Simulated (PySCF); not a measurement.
Molecule: `CB1NBNBN1C=O`, C₂H₈B₃N₃O.

Geometry (Å), atoms numbered from 1 in this order:
```xyz
17

C    -1.546   -1.625   -0.074
B    -0.629   -0.326   -0.028
N    -1.222    0.956   -0.035
B    -0.502    2.177    0.005
N     0.910    2.071    0.052
B     1.601    0.845    0.065
N     0.820   -0.379    0.025
C     1.484   -1.584    0.040
O     2.674   -1.742    0.105
H    -1.399   -2.259    0.798
H    -2.603   -1.369   -0.107
H    -1.340   -2.239   -0.949
H    -2.230    1.003   -0.071
H    -1.048    3.214   -0.002
H     1.455    2.919    0.079
H     2.766    0.800    0.102
H     0.802   -2.451   -0.014
```

Frames of a GFN2-xTB Langevin trajectory at 300 K; GIAO PBE0/pcSseg-1 shieldings in PySCF, gas phase, non-relativistic; equivalent atoms averaged within each frame.

Chemical shifts δ = σref − σ; 13C (σref 186.93) and 1H (σref 31.72) against TMS; 11B (σref 100.07) vs BF3·OEt2; 15N (σref 267.73) vs NH3; H2O for 17O (σref 336.08), all at this level. The references are static minima.

How do the shifts (ppm) fluctuate along the trajectory?

Results:


```tsv
time (fs)	C8	C1	B2	B4	B6	N7	N3	N5	O9	H17
optimised geometry	173.7	2.3	34.1	27.3	27.9	200.4	150.3	147.3	519.7	9.12
250	169.8	4.4	38.8	29.1	24.7	207.5	160.5	144.4	496.8	9.11
425	175.5	1.0	34.0	27.6	31.8	195.6	167.0	146.6	533.4	10.33
625	173.7	5.4	32.6	25.5	29.0	218.2	145.2	151.9	520.7	9.70
800	175.0	5.3	35.3	24.5	26.6	201.6	148.9	143.9	531.9	9.56
1000	168.4	2.2	38.8	28.8	31.5	203.8	169.2	144.3	476.0	9.01
mean of frames	172.5	3.6	35.9	27.1	28.7	205.3	158.2	146.2	511.8	9.54
standard deviation	3.2	1.9	2.8	2.0	3.1	8.4	10.7	3.4	24.8	0.53
```

5 frames give an uncertainty of the mean of about the standard deviation over 2.2 at best, since frames this close in time may not be independent; classical motion lacks zero-point vibration, and the reference would need the same averaging.
